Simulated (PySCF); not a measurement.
`C=C[C@H]1[C@H](C)[Se][C@@H]1F`, C$_{6}$H$_{9}$FSe

Geometry (Å), atoms numbered from 1 in this order:
```xyz
17

C     2.189   -0.239   -1.011
C     1.471    0.236   -0.009
C    -0.007    0.426   -0.053
C    -0.794   -0.316    1.042
C    -1.401   -1.641    0.649
Se   -2.074    1.220    1.291
C    -0.485    1.845    0.262
F    -0.775    2.593   -0.830
H     3.255   -0.361   -0.940
H     1.737   -0.523   -1.947
H     1.945    0.517    0.923
H    -0.396    0.150   -1.037
H    -0.211   -0.405    1.963
H    -2.030   -1.531   -0.232
H    -0.608   -2.353    0.425
H    -2.009   -2.038    1.460
H     0.186    2.433    0.898
```

Method: TDDFT B3LYP/def2-SVPD circular dichroism and optical rotation, one conformer, gas phase (PySCF 2.14.0). Geometry: GFN2-xTB.

The molecule is flexible and this is one conformer; a measurement averages over conformers. The calculation is non-relativistic, which matters for the atoms heavier than Zn. States above about 6.2 eV (minus the energy of the highest occupied orbital) lie near or above the ionisation threshold and depend on the basis.

Stereocentres: C3 S, C4 S, C7 S.

Q: What is the specific rotation at 633, 589.3, 546, 436, 405, 365 nm?

A: [α] in deg dm⁻¹ (g/mL)⁻¹:
| λ (nm) | origin-invariant length gauge | modified velocity gauge | length gauge (centre of mass) | isotropic polarisability (au) |
| --- | --- | --- | --- | --- |
| 633 | -59.9 | -64.7 | -61.4 | 105.4 |
| 589.3 | -73.0 | -78.5 | -74.8 | 106.0 |
| 546 | -91.4 | -97.4 | -93.5 | 106.7 |
| 436 | -203.4 | -209.0 | -207.0 | 109.8 |
| 405 | -290.5 | -291.9 | -294.7 | 111.2 |
| 365 | -626.1 | -596.4 | -631.4 | 113.9 |

The shortest wavelength is close to the first absorption, where this undamped response comes out too large.

Q: And for the mirror image at 589.3 nm?

A: +73.0 deg dm⁻¹ (g/mL)⁻¹ (origin-invariant length gauge): the same size and the opposite sign.

Q: What is the molar rotation [Φ] = [α]·M/100 of the geometry above at 589.3 nm?

A: With M = 179.11 g/mol, -130.8 deg cm² dmol⁻¹ (origin-invariant length gauge).

The first excitation lies at 3.70 eV (335 nm) with R = -1.5 × 10⁻⁴⁰ esu² cm² (velocity form).
